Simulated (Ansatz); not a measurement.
Spectroscopic constants of SiCl, multiplicity 2 (lowest of 2S+1 = 2, 4 at CCSD(T)/def2-TZVPP on PBE0 minima; our sources give no spin for the ground state, which may be another).

D_e counts from the fitted minimum to each atom's lowest state at the same level, without counterpoise.

Correlated levels freeze the cores.

The values were computed with Ansatz (Gaussian basis) for Hartree–Fock, density functionals and correlated methods. 

```csv
level,bond energy D_e (kcal/mol)
r2SCAN/def2-TZVPP,103.79
B3LYP/def2-TZVPP,100.48
PBE0/def2-TZVPP,102.70
CAM-B3LYP/def2-TZVPP,100.28
CCSD/def2-TZVPP,___
CCSD(T)/aug-cc-pV(T+d)Z,97.64
CCSD(T)/def2-TZVPP,96.74
CCSD(T)/aug-cc-pV(Q+d)Z,100.78
CCSD(T)/def2-QZVPP,100.20
```

Problem. Fill in the missing entries.

Solution. 
- CCSD/def2-TZVPP, bond energy D_e (kcal/mol): 93.56

Ansatz is an electronic-structure program.
